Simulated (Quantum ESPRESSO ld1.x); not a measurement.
The numbers below are computed, except where a source is named.
Q: These are the eigenvalues of the occupied orbitals of an atom or ion with whole-number occupations (eV). Level of theory: Dirac Kohn-Sham, BP86, spin-unpolarised, spherical densities, point nucleus (ld1.x of Quantum ESPRESSO 7.5).

1s1/2: -93453.3
2s1/2: -23431.6

Which element is it, and in what charge state? The configuration may be excited. Open shells, if any, fill j = l - 1/2 first.

A: Z = 80, mercury, charge +77: Hg77+ in [He] 2s1. The 1s level, -3434.3 hartree, gives Z - s = 82.9 by -(Z - s)^2/2, which with screening and relativity narrows Z to a few neighbours, and the depths must fix Z and the occupations together.
